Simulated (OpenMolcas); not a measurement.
**Sn⁺: input and output**

Input:

```
&GATEWAY
Coord
1

Sn 0.0 0.0 0.0
Basis=ANO-R2
Group=XYZ
NoMove
AngMom=0.0 0.0 0.0
AMFI
&SEWARD
&RASSCF
FileOrb=start.orb
Symmetry=2
Spin=4
nActEl=3 0 0
Inactive=14 9
Ras2=1 3
CIRoot=1 1 1
SDav=1
CIMx=300
Iter=120 100
PrWF=0.3
OrbListing=Nothing
MaxOrb=0
Atom
>>> COPY $Project.JobIph JOBPRE
&RASSCF
FileOrb=start.orb
Symmetry=2
Spin=4
nActEl=3 0 2
Inactive=14 9
Ras2=1 3
Ras3=5 0
CIRoot=1 1 1
SDav=46
CIMx=300
Iter=120 100
PrWF=0.3
OrbListing=Nothing
MaxOrb=0
Thrs=2.0e-7 1.0e-1 5.0e-4
Atom
>>> COPY $Project.JobIph JOB001
&RASSCF
FileOrb=start.orb
Symmetry=2
Spin=2
nActEl=3 0 2
Inactive=14 9
Ras2=1 3
Ras3=5 0
CIRoot=8 8 1
SDav=116
CIMx=300
Iter=120 100
PrWF=0.3
OrbListing=Nothing
MaxOrb=0
Thrs=2.0e-7 1.0e-1 5.0e-4
Atom
>>> COPY $Project.JobIph JOB002
&RASSCF
FileOrb=start.orb
Symmetry=1
Spin=4
nActEl=3 0 2
Inactive=14 9
Ras2=1 3
Ras3=5 0
CIRoot=3 3 1
SDav=28
CIMx=300
Iter=120 100
PrWF=0.3
OrbListing=Nothing
MaxOrb=0
Thrs=2.0e-7 1.0e-1 5.0e-4
Atom
>>> COPY $Project.JobIph JOB003
&RASSCF
FileOrb=start.orb
Symmetry=1
Spin=2
nActEl=3 0 2
Inactive=14 9
Ras2=1 3
Ras3=5 0
CIRoot=9 9 1
SDav=84
CIMx=300
Iter=120 100
PrWF=0.3
OrbListing=Nothing
MaxOrb=0
Thrs=2.0e-7 1.0e-1 5.0e-4
Atom
>>> COPY $Project.JobIph JOB004
&RASSI
NrOfJobIphs=4 1 8 3 9
1
1 2 3 4 5 6 7 8
1 2 3
1 2 3 4 5 6 7 8 9
IphNames
JOB001
JOB002
JOB003
JOB004
EJob
SpinOrbit
DIPRint=1.0
SOCoupling=1000.0
Subsets=2
MEES
Property=10
'ANGMOM' 1 'ANGMOM' 2 'ANGMOM' 3 'MLTPL  1' 1 'MLTPL  1' 2 'MLTPL  1' 3
'AMFI' 1 'AMFI' 2 'AMFI' 3 'MLTPL  2' 6
SOProperty=3
'ANGMOM' 1 'ANGMOM' 2 'ANGMOM' 3
```

Launched by
```bash
OMP_NUM_THREADS=1 MOLCAS_MEM=1689 MOLCAS_PROJECT=a pymolcas a.inp > a.log  # once for each step of the input, in one work folder
```

A driver script runs the steps one by one and writes start.orb anew before each from the orbitals found so far.

Output, cut to the results:

```
--- SEWARD ---
Basis set label: SN.ANO-R...7S6P4D2F1G.

      Electronic valence basis set:
      ------------------
      Associated Effective Charge  50.000000 au
      Associated Actual Charge     50.000000 au
      Nuclear Model: Finite nucleus - Gaussian distribution
        Gaussian exponent, Xi/bohr**(-2):  1.90677E+08

      Shell  nPrim  nBasis  Cartesian Spherical Contaminant
         s      23       7        X
         p      18       6        X
         d      12       4                 X
         f       6       2                 X
         g       5       1                 X
                  Relativistic X2C integrals
                  Atomic mean-field integrals
--- RASSCF ---
Wave function specifications:
      -----------------------------

      Number of closed shell electrons          46
      Number of electrons in active shells       3
      Max number of holes in RAS1 space          0
      Max nr of electrons in RAS3 space          2
      Number of inactive orbitals               23
      Number of active orbitals                  9
      Number of secondary orbitals              36
      Spin quantum number                      1.5
      State symmetry                             2
Orbital specifications:
      -----------------------

      Symmetry species                           1   2
                                                ag  au
      Frozen orbitals                            0   0
      Inactive orbitals                         14   9
      Active orbitals                            6   3
      RAS1 orbitals                              0   0
      RAS2 orbitals                              1   3
      RAS3 orbitals                              5   0
      Secondary orbitals                        16  20
      Deleted orbitals                           0   0
      Number of basis functions                 36  32
      Number of CSFs                            46
      Number of root(s) required                 1
      Iter CI   SX   CI       RASSCF       Energy    max ROT     max BLB   max BLB  Level Ln srch  Step   QN
          iter iter root      energy       change     param      element    value   shift minimum  type update
 Nr of preliminary CI iterations:   1
 ###############################################################################
 ###############################################################################
 ###                                                                         ###
 ###                                                                         ###
 ###    WARNING: Problems in orbital optimization.                           ###
 ###                                                                         ###
 ###                                                                         ###
 ###############################################################################
 ###############################################################################
  Warning: In symmetry  1, orbital p=  15 has diagonal density matrix element D(p,p) close to zero. D(p,p)=  3.422461E-23
      Total energies have been shifted. Add                -6000.00 au
        ...
 ###############################################################################
 ###############################################################################
  Warning: In symmetry  1, orbital p=  15 has diagonal density matrix element D(p,p) close to zero. D(p,p)=  8.201394E-24
        4   1    2    1  -173.07087118    0.00E+00  -1.14E-07   10  23 1  2.80E-07   0.50   0.00    SX    NO
      Convergence after  4 iterations
        5   1    2    1  -173.07087118   -1.82E-12  -1.14E-07   10  23 1 -1.12E-07   0.50   0.00    SX    NO
      Natural orbitals and occupation numbers for root  1
      sym 1:   0.000000   0.006174   0.006174   0.006174   0.006174   0.006174
      sym 2:   0.989709   0.989709   0.989709
::    RASSCF root number  1 Total energy:  -6173.07087118
--- RASSCF ---
Wave function specifications:
      -----------------------------

      Number of closed shell electrons          46
      Number of electrons in active shells       3
      Max number of holes in RAS1 space          0
      Max nr of electrons in RAS3 space          2
      Number of inactive orbitals               23
      Number of active orbitals                  9
      Number of secondary orbitals              36
      Spin quantum number                      0.5
...
--- RASSI ---
SPIN-FREE ENERGIES:
  (Shifted by EMIN (a.u.) =      -6173.6063113678)

 SF State       Relative EMIN(au)   Rel lowest level(eV)    D:o, cm**(-1)      L_eff

     2             0.0000000000        0.0000000000              0.0000         1.0
     3             0.0000000000        0.0000000000              0.0000         1.0
     4             0.0000000000        0.0000000000              0.0000         1.0
    10             0.1839511733        5.0055664268          40372.6159         1.0
    11             0.1839511733        5.0055664268          40372.6159         1.0
    12             0.1839511733        5.0055664268          40372.6159         1.0
    13             0.2593230222        7.0565389185          56914.8247         2.0
    14             0.2593230222        7.0565389185          56914.8247         2.0
    15             0.2593230222        7.0565389185          56914.8247         2.0
    16             0.2593230222        7.0565389185          56914.8247         2.0
    17             0.2593230222        7.0565389185          56914.8247         2.0
    18             0.3420465602        9.3075610638          75070.5427         0.0
    19             0.3704532863       10.0805474607          81305.0985         1.0
    20             0.3704532863       10.0805474607          81305.0985         1.0
    21             0.3704532863       10.0805474607          81305.0985         1.0
     5             0.5114075539       13.9161084790         112240.9844         2.0
     6             0.5114075539       13.9161084790         112240.9844         2.0
     7             0.5114075539       13.9161084790         112240.9844         2.0
     8             0.5114075539       13.9161084790         112240.9844         2.0
     9             0.5114075539       13.9161084790         112240.9844         2.0
     1             0.5354401921       14.5700698798         117515.5388         0.0
     Dipole printing threshold changed to   1.00000000E+00

...
```

Levels above the lowest, from the spin-orbit matrix, grouped by J:

```csv
Configuration,Term,J,E (cm-1),Measured (cm-1),g,Term weight %
5s2 5p,2P*,1/2,0.0,0.0,0.666,100
5s2 5p,2P*,3/2,3738,4251,1.334,100
5s 5p2,4P,1/2,40463,46464,2.666,99
5s 5p2,4P,3/2,41955,48368,1.734,100
5s 5p2,4P,5/2,43995,50730,1.597,99
5s 5p2,2D,3/2,59265,58844,0.803,100
5s 5p2,2D,5/2,59637,59463,1.205,99
5s 5p2,2S,1/2,77117,,1.852,88
5s 5p2,2P,1/2,82904,,0.821,88
```

Against the 6 measured excited levels shown (NIST Handbook of Basic Atomic Spectroscopic Data) the mean absolute deviation is 3400 cm-1; the largest miss in energy is 5s 5p2 4P 5/2: computed 43995, measured 50730 cm-1 (-13.3 %).

Active for correlation alone: 5d; no level in the range computed is led by a configuration that fills it, so any true level of that kind is missing. Some terms mix strongly with configurations of 5d, whose occupation reaches 0.15 (5s 5p2 2D). Measured partners are found by configuration, term and J. A level has none where our copy of the source lacks it or the pairing is in doubt (some pairs that miss far off the trend of their configuration count as doubtful), and it then counts in no deviation. Only configurations of the active space appear. The first state left out of the spin-orbit step lies near 100000 cm-1 above the lowest spin-free state of the reference (among the parities and spins computed), and the list stops at four fifths of that energy or lower.

The term weight is that of the spin-free term in the level, not the purity of its configuration. * marks odd parity.
